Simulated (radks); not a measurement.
Results of a calculation; reference values are marked as such.
Valence configurations of Ge I (all share [Ar]). Code: a radial shooting solver on a logarithmic mesh with Libxc functionals. Model: Dirac Kohn-Sham, PBE, spin-unpolarised, spherical densities, finite nucleus; open shells are shared between the two j in proportion to 2j + 1; Fermi nuclear charge, rms radius 4.0742 fm. Energies are relative to 3d10 4s2 4p2; eigenvalues in eV.

valence          E (eV)  e(3d3/2)  e(3d5/2)  e(4p1/2)  e(4p3/2)  e(4s1/2)
3d10 4s2 4p2      0.000   -29.654   -29.069    -4.021    -3.835   -11.729
3d10 4s1 4p3      7.969   -31.392   -30.806    -4.721    -4.516   -12.684
3d9.5 4s2 4p2.5  13.743   -34.494   -33.890    -4.683    -4.465   -12.897
3d10 4p4         16.188   -33.011   -32.423    -5.354    -5.134         -
3d9 4s2 4p3      29.620   -39.481   -38.857    -5.334    -5.085   -14.031
3d9 4s1 4p4      38.592   -41.061   -40.435    -5.964    -5.699   -14.865
3d8.5 4s1 4p4.5  57.149   -46.125   -45.480    -6.584    -6.287   -15.925
3d8 4s2 4p4      68.074   -49.877   -49.212    -6.624    -6.311   -16.218
3d7.5 4s1 4p5.5  101.12   -56.680   -55.994    -7.825    -7.465   -17.995
3d7 4s2 4p5      115.93   -60.805   -60.098    -7.905    -7.527   -18.324

NIST lists [Ar] 3d10 4s2 4p2 as the ground configuration; this level of theory agrees among the configurations tried. The energies are those of spherical spin-averaged densities, not of single terms.
